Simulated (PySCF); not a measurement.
Computed shifts of a molecule C₃H₅BO₂, PBE/pcSseg-1 run with PySCF, GIAO, gas phase, equivalent atoms averaged, in ppm (number of nuclei): ¹³C: 104.7 (1), 85.6 (1), 9.6 (1). ¹H: 4.58 (1), 4.34 (1), 2.51 (3). References: ¹³C against TMS (σ = 182.0 ppm); ¹¹B against BF3 (σ = 83.9 ppm); ¹⁷O against H2O (σ = 334.3 ppm); ¹H against TMS (σ = 31.49 ppm), references at their B3LYP-D3(BJ)/def2-TZVP geometries, non-relativistic. Geometry optimised at PBE-D3(BJ)/def2-SVP. The values are those of a single conformer.

**Question.** Which molecule gave these data?
(A) CB1CC(=O)O1
(B) C#CB(O)CO
(C) OB1C=CCO1
(D) CC#CB(O)O

**Answer.** D, CC#CB(O)O
